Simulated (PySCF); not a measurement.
**Electron correlation in Kr²⁺ (krypton, charge +2)**

[Ar] 3d10 4s2 4p4, high-spin 3P determinant. All numbers are calculated (PySCF 2.14, scalar relativity by spin-free X2C-1e, in Sapporo-DKH3-DZP-2012). Frozen: [Ar] 3d10; 6 electrons correlated.

MP2 pair energies summed by pair of shells (mhartree):

| pair | energy | share (%) |
| --- | --- | --- |
| 4p-4p | -38.77 | 49.7 |
| 4s-4p | -33.72 | 43.2 |
| 4s-4s | -5.51 | 7.1 |

Total MP2 correlation energy: -78.00 mhartree.

Same-spin part -19.59 and opposite-spin part -58.41 mhartree; SCS-MP2 scales them by 1/3 and 6/5 to -76.62 mhartree.

```csv
level,correlation energy (mhartree)
CCSD,-93.46
(T),-1.04
CCSD(T),-94.50
```

Diagnostics: T1 = 0.0059, D1 = 0.0195, largest double amplitude 0.049.

Problem. Is a single reference adequate?

Solution. Yes, within this model without spin-orbit coupling: T1 lies below 0.03 and no double amplitude reaches 0.07.
